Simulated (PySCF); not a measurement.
One molecule, one basis, several functionals.

ClFH4Si2.
SMILES: `F[SiH2][SiH2]Cl`

Torsions of this conformer, `[F:1][SiH2:2][SiH2:3][Cl:4]`: F1–Si2–Si3–Cl4 179°.

PySCF, def2-SVPD basis, density fitting, gas phase, PBE0-D3(BJ)/def2-SVP geometry; singlet excitations by full TDDFT with frozen cores, triplets by Tamm–Dancoff TDDFT and ionisation energies by ΔSCF, from the lowest of the holes tried. One functional is left out:

| functional | exact exchange (%) | HOMO energy (eV) | LUMO energy (eV) | lowest singlet excitation (eV) | lowest triplet excitation (eV) | mean polarisability (au) | vertical ionisation energy (eV) |
| --- | --- | --- | --- | --- | --- | --- | --- |
| LDA | 0 | -7.25 | -2.38 | 5.12 | 4.67 | 74.0 | 10.15 |
| PBE | 0 | -7.18 | -2.15 | 5.26 | 4.72 | 72.6 | 10.05 |
| PBE0 | 25 | -8.41 | -1.30 | 5.76 | 5.08 | 69.5 | 10.42 |
| BHandHLYP | 50 | -9.53 | -0.39 | 6.19 | 5.49 | 67.0 | 10.65 |

Question: Predict the row of B3LYP (20 % exact exchange) by straight lines through the other rows, and check it.

Answer: 
```
                       property   line  computed  computed − line  PBE0 (25 %), for comparison
               HOMO energy (eV)  -8.15     -8.20            -0.05                        -8.41
               LUMO energy (eV)  -1.51     -1.47            +0.04                        -1.30
 lowest singlet excitation (eV)   5.61      5.70            +0.09                         5.76
 lowest triplet excitation (eV)   5.01      5.13            +0.12                         5.08
       mean polarisability (au)   70.6      70.1             -0.5                         69.5
vertical ionisation energy (eV)  10.33     10.40            +0.07                        10.42
```

Question: Which of these properties follows the share of exact exchange most closely, and which least?

Answer: Most closely the HOMO energy, least the mean polarisability; the correlations over the tabulated rows are HOMO energy -1.000, lowest triplet excitation 0.998, LUMO energy 0.994, lowest singlet excitation 0.991, vertical ionisation energy 0.985, mean polarisability -0.978. The HOMO energy moves by -0.464 eV for every 10 %. Functionals with the same share still differ in their other parts: at 0 % LDA and PBE differ by 0.07 eV in it.
